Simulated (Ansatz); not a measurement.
Potential energy curve for CH4Si, SMILES C=[SiH2], singlet. The C1–Si4 bond (C1 also carries H, H; Si4 carries H, H) is pulled apart rigidly from the PBE0/def2-TZVP optimised geometry.

- UMP2 = MP2 on UHF/cc-pVTZ, frozen core run with Ansatz (a first-principles code)
- UCCSD(T) = Ansatz with CCSD(T) on UHF/cc-pVTZ, frozen core

Energies relative to the lowest point of each curve near equilibrium, in mEh:

```
R / Å   UMP2
-----  -----
1.37   123.1
1.52    24.5
1.58     6.5
1.63     0.0
1.70     4.5
1.78    13.1
2.11    68.0
3.41   206.0
3.68   208.7
4.54   211.1
5.05   211.4
5.86   211.6
```

### Question
What does UCCSD(T) give at the same points?

### Answer
1.37: 131.8; 1.52: 32.1; 1.58: 13.6; 1.63: 4.6; 1.70: 0.0; 1.78: 2.6; 2.11: 56.3; 3.41: 207.1; 3.68: 211.1; 4.54: 214.1; 5.05: 214.4; 5.86: 214.6 (mEh).

The unrestricted determinant behind UMP2, UCCSD(T) is spin-contaminated at 1.63 to 5.86 Å (<S²> up to 2.0, against 0.00 for a pure singlet).
